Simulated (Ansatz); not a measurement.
```yaml
crystal:
  periodic: [false, false, false]
  atoms:
    - {symbol: B, position_ang: [-1.415348, 1.022153, 0.090439]}
    - {symbol: Al, position_ang: [0.489223, 0.205657, 0.525457]}
    - {symbol: C, position_ang: [1.196608, -1.063930, -0.771313]}
    - {symbol: O, position_ang: [0.642588, -1.730640, 0.124736]}
    - {symbol: H, position_ang: [-2.409538, 0.353730, 0.026077]}
    - {symbol: H, position_ang: [-1.579151, 2.189505, -0.133448]}
    - {symbol: H, position_ang: [1.502481, 0.590319, 1.682553]}
    - {symbol: H, position_ang: [1.665336, -1.624093, -1.600200]}
basis:
  gaussian: {orbitals: def2-TZVPP}
magnetization: {spin_polarized: true, initial_magnetization: 1}
hamiltonian: {xc: {name: CAM-B3LYP}, dispersion: d4}
accuracy: high
```

```sh
$ ansatz run in.yaml --threads 2 --pin off --events-out ev --progress --plain --max-ram 4352MiB
```

Shortened log:

```
Error: a molecule whose nuclei and cores have a total charge of 36 cannot have a net charge of 0 together with 1 unpaired electrons
```

In this input the number of unpaired electrons doesn't fit the electron count. The input was rejected before any iteration.
